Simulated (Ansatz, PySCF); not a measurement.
GeH3, SMILES [GeH3+], charge +1.

Coordinates come from a B3LYP-D3(BJ)/def2-TZVPD optimisation.

Vertical ionisation energy (IE) and electron affinity (EA) in eV. Rows of orbital energies are one-electron estimates. Where ΔSCF, EOM or ADC give a negative EA the extra electron is unbound and the value depends on the basis.

```tsv
level	IE	EA
−ε(HOMO), −ε(LUMO), PBE0/def2-TZVPD (PySCF)	17.27	10.05
−ε(HOMO), −ε(LUMO), r2SCAN/def2-TZVPD (PySCF)	16.31	10.76
−ε(HOMO), −ε(LUMO), PBE/def2-TZVPD (PySCF)	15.96	11.07
ADC(2)/aug-cc-pVDZ (PySCF)	?	?
ΔSCF, ωB97X-V/def2-TZVPD (Ansatz), final states of multiplicity 2 and 2	20.33	7.61
ΔSCF, PBE/def2-TZVPD (Ansatz), final states of multiplicity 2 and 2	20.00	7.79
```

### Question
Some entries are withheld; supply them. (An estimate is asked for; the answer gives what the named calculation found.)

### Answer

- ADC(2)/aug-cc-pVDZ (PySCF), IE: 20.16
- ADC(2)/aug-cc-pVDZ (PySCF), EA: 7.54

### Question
What vertical singlet–triplet gap does ΔSCF give with ωB97X-V/def2-TZVPD (Ansatz, an electronic-structure program) and with PBE/def2-TZVPD (Ansatz)? (Estimate from the structure and the level; the computed values follow.)

### Answer
5.28 and 4.70 eV (triplet above singlet where positive).

### Question
Beyond the first one, list the lowest photoelectron lines from ADC(2)/aug-cc-pVDZ (PySCF) with their pole strengths (two spins summed). (Estimate from the structure and the level; the computed values follow.)

### Answer
26.16 eV (1.85).
